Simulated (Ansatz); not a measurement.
Name a neutral molecule of C, O, Ti and H with HOMO–LUMO gap (PBE/def2-TZVPP) between 2.45 and 2.75 eV and HOMO–LUMO gap (B3LYP/def2-TZVPP) between 4.25 and 4.55 eV (Ansatz, PBE0-D4/def2-TZVP geometry).

`CC1=CC(C)=[O+][Ti-]([CH3])([CH3])([CH3])[O]1` (2.68 eV, 4.46 eV). Other molecules can fit too; these were computed, each in one conformer that needn't be the lowest.

B3LYP here is the variant with VWN-RPA as its local correlation; programs differ in this.
